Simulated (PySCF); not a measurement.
Unknowns

Equivalent nuclei averaged, gas phase, relativity neglected, one conformer. Structure optimised with GFN2-xTB; shielding tensors at PBE0/pcSseg-1 (GIAO); spin–spin couplings from B3LYP/pcJ-1 (spin–dipole term left out of most H,H and C,H couplings); PySCF 2.14.0 with density-fitted response routines.

Chemical shifts δ = σref − σ; $^{1}$H (σref 31.72) and $^{13}$C (σref 186.93) vs TMS, all at this level. Multiplet labels drop J under 1 Hz and among equivalent protons, and merge close values. Unscaled 3J(H,H) run several per cent high. Splittings of carbon signals by F and P are missing where no couplings were computed. Where no couplings were computed, multiplicities follow the n + 1 count of equivalent neighbours, and m marks all less simple cases (inequivalent or close neighbours, rings, F or P nearby). Shifts are as computed. Against solution values, carbons near 30 ppm lie about +3 ppm off and those near 130 ppm about +5 ppm. Of 1211 compounds with measured shifts, 218 miss one by over three times the rms of a fit or turn the order of signals round; such compounds aren't used in these exercises.

Q: C5H6O. $^{1}$H NMR (400 MHz, computed): δ 9.88 (d, J = 8.2 Hz, 1H), 6.98 (m, 1H), 6.98 (m, 1H), 6.25 (m, 1H), 6.08 (m, 1H), 5.98 (m, 1H). $^{13}$C{$^{1}$H} NMR (computed): δ 196.8, 159.0, 145.1, 140.5, 135.8. What is it?

A: `C=C/C=C/C=O`. The formula gives 3 degrees of unsaturation (no ring in the answer). 5 carbon signals for 5 carbons: no two carbons are equivalent. Carbon types of the structure: 4 × CH, 1 × CH2, which accounts for all hydrogens. δC 196.8: aldehyde carbonyl carbon; low-lying n→π* states of the double bond to the heteroatom give a large paramagnetic term (-258 ppm). δC 145.1: alkene CH; the olefinic region. δC 135.8: terminal =CH2 carbon; an sp2 carbon of a C=C bond. δH 9.88: hydrogen on an aldehyde carbonyl carbon; the C=O anisotropy and electron withdrawal place aldehyde protons far downfield.

The shifts were computed for this structure.

Q: C4HF3N2. $^{1}$H NMR (400 MHz, computed): δ 2.49 (m, 1H). $^{13}$C{$^{1}$H} NMR (computed): δ 164.9 (C), 132.1 (C), 111.5 (C), 36.7 (CH). Identify the compound.

A: SMILES N#CC1=N[C@@H]1C(F)(F)F. The formula gives 4 degrees of unsaturation (1 ring in the answer). 4 carbon signals for 4 carbons: no two carbons are equivalent. Carbon types of the structure: 3 × C, 1 × CH, which accounts for all hydrogens. δC 164.9: C=N carbon. δC 132.1: CF3 carbon; 3 electronegative neighbours deshield it. δC 111.5: nitrile carbon; typical of a nitrile. δC 36.7: three-membered-ring carbon; deshielded by the electronegative neighbour.

The shifts were computed for this structure.
